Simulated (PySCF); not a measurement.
## From computed data to an observable: refractive index and permittivity of the vapour

ethenyl(silyloxy)silane (C2H8OSi2), SMILES [SiH2](C=C)O[SiH3].

Geometry: ωB97X-D3(BJ)/def2-SVP. The values are those of a single conformer.

B3LYP/def2-TZVP (PySCF) gives a mean static polarisability of 77.3 bohr³ and a dipole moment of 0.46 D. Take an ideal gas at 298.15 K and 0.01 bar, whether or not the substance is that volatile.

**Question.** Work out n − 1 in the optical limit and the static ε − 1.

**Answer.** 
Polarisability volume α' = 77.3 × 0.148185 = 11.45 Å³. Number density N = p/kT = 2.43e-7 Å⁻³.
Dilute limit of Lorentz–Lorenz: n − 1 = 2π N α' = 1.7e-5.
Orientation term of Debye: μ²/(3kT) = 8.098 Å³ × μ²(D²) = 1.71 Å³.
ε − 1 = 4π N (α' + μ²/3kT) = 4.0e-5. Orientation of the dipole supplies 13 % of the static response; it can't follow optical fields. Vibrational polarisation and dispersion are left out.
